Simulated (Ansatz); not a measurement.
Consider the redistribution: `N[SiH](F)CF` + `OC[SiH](F)F` → `OC[SiH](F)CF` + `N[SiH](F)F`.

Computed with Ansatz on PBE0-D4/def2-TZVP structures; ΔE is electronic, products minus reactants. CCSD(T)/CBS is the MP2 limit (def2-TZVPP, def2-QZVPP) plus CCSD(T) − MP2 in def2-TZVPP, frozen cores. This one scheme is used for every species. DFT in def2-TZVPP. B3LYP here is the variant with VWN-RPA as its local correlation; programs differ in this. Each species was taken in one conformer, which may not be the lowest.

```tsv
level	ΔE (kJ/mol)	difference from CCSD(T)/CBS
r2SCAN-D4	-4.7	0.7
PBE0-D4	-4.4	1.0
ωB97X-V	-4.5	0.9
B2PLYP	-4.6	0.8
PBE	-3.2	2.2
r2SCAN	-4.5	0.9
PBE0	-4.3	1.1
B3LYP	-4.0	1.4
HF/def2-TZVPP	-6.6	-1.2
MP2/def2-TZVPP	-5.5	-0.1
SCS-MP2/def2-TZVPP	-5.4	0.0
CCSD/def2-TZVPP	-5.7	-0.3
CCSD(T)/def2-TZVPP	-5.5	-0.1
MP2/def2-QZVPP	-5.5	-0.1
SCS-MP2/def2-QZVPP	-5.4	0.0
MP2/CBS(def2)	-5.4	0.0
CCSD(T)/CBS	-5.4	0
```

Largest T1 diagnostic among the species: 0.011.
